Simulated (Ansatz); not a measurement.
`[SbH2][TeH]` + H₂S → `[SH][SbH2]` + H₂Te at 600 K and 1 bar (ligand exchange at the Sb–Te bond).

Computed with Ansatz on PBE0-D4/def2-TZVP structures; ΔE is electronic, products minus reactants. CBS: MP2 limit from def2 TZ/QZ plus the TZ coupled-cluster correction, frozen cores. This one scheme is used for every species. def2 core potentials past Kr. For Sb, Te outer-core shells are correlated without core-valence functions, which leaves a few kJ/mol of doubt a bond.

```json
{"species": "`[SbH2][TeH]`", "CCSD(T)/CBS energy (Eh)": "-509.54647", "H − E (kJ/mol)": "90.7", "S (J/(mol·K))": "365.0"}
{"species": "H₂S", "CCSD(T)/CBS energy (Eh)": "-398.97279", "H − E (kJ/mol)": "60.8", "S (J/(mol·K))": "230.9"}
{"species": "`[SH][SbH2]`", "CCSD(T)/CBS energy (Eh)": "-639.59431", "H − E (kJ/mol)": "95.1", "S (J/(mol·K))": "342.0"}
{"species": "H₂Te", "CCSD(T)/CBS energy (Eh)": "-268.91024", "H − E (kJ/mol)": "52.9", "S (J/(mol·K))": "255.0"}
```

H − E and S are ideal-gas, rigid-rotor, harmonic terms from PBE0-D4/def2-TZVP. 1 Eh = 2625.50 kJ/mol, R = 8.31446 J/(mol·K).

Problem. By hand: ΔE, ΔH, ΔS and ΔG.

Solution. ΔE = (-639.59431) + (-268.91024) − (-509.54647) − (-398.97279) = 0.01471 Eh = 38.6 kJ/mol. Δ(H − E) = 95.1 + 52.9 − 90.7 − 60.8 = -3.5, so ΔH = 35.1 kJ/mol. ΔS = 342.0 + 255.0 − 365.0 − 230.9 = 1.1 J/(mol·K). ΔG = 35.1 − 600 × (1.1)/1000 = 34.4 kJ/mol.

Problem. By hand: the equilibrium constant, and the temperature at which ΔG would vanish if ΔH and ΔS stayed fixed.

Solution. log₁₀ K = −ΔG/(RT ln 10) = -3.0. ΔG = 0 at ΔH/ΔS = 31909 K, far beyond where these terms or the molecules hold.

The number of gas molecules stays the same, so ΔS is small and ΔH decides. A doubt of 5 kJ/mol in ΔE shifts log₁₀ K by 0.4 here. These are equilibria of isolated gas molecules and say nothing of rates. Largest T1 diagnostic: 0.013 (customary marks: 0.02 for closed shells, 0.045 for open ones).
